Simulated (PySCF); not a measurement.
Does the answer move with the share of exact exchange?

Species: H₆N₂SSi₂.
Atom-mapped SMILES: `[SH:1][SiH:2]1[NH:3][SiH2:4][NH:5]1` (hydrogens: H6 on S1; H7 on Si2; H8 on N3; H9, H10 on Si4; H11 on N5)

Torsions of this conformer, `[SH:1][SiH:2]1[NH:3][SiH2:4][NH:5]1`: H–S1–Si2–N3 50°.

PySCF, pcSseg-2 basis, density fitting, gas phase, PBE0-D3(BJ)/def2-SVP geometry. One functional is left out:

```
functional  exact exchange (%)  HOMO energy (eV)  LUMO energy (eV)  dipole moment (D)
     B97-D                   0             -5.90             -1.02              1.338
      BLYP                   0             -5.77             -1.04              1.296
      BP86                   0             -6.04             -1.20              1.330
       LDA                   0             -6.09             -1.41              1.382
      OPBE                   0             -5.92             -1.01              1.368
       PBE                   0             -5.94             -1.19              1.327
     B3LYP                  20             -6.99             -0.57              1.379
      PBE0                  25             -7.25             -0.38              1.421
  mPW1PW91                  25             -7.27             -0.37              1.414
 BHandHLYP                  50             -8.39              0.42              1.468
```

Task: Predict the row of B97-2 (21 % exact exchange) by straight lines through the other rows, and check it.

Result: 
| property | line | computed | computed − line | B3LYP (20 %), for comparison |
| --- | --- | --- | --- | --- |
| HOMO energy (eV) | -7.01 | -6.98 | +0.03 | -6.99 |
| LUMO energy (eV) | -0.50 | -0.34 | +0.16 | -0.57 |
| dipole moment (D) | 1.396 | 1.409 | +0.013 | 1.379 |

Task: Which of these properties follows the share of exact exchange most closely, and which least?

Result: Most closely the HOMO energy, least the dipole moment; the correlations over the tabulated rows are HOMO energy -0.994, LUMO energy 0.977, dipole moment 0.885. The HOMO energy moves by -0.500 eV for every 10 %. Functionals with the same share still differ in their other parts: at 0 % BLYP and LDA differ by 0.32 eV in it.
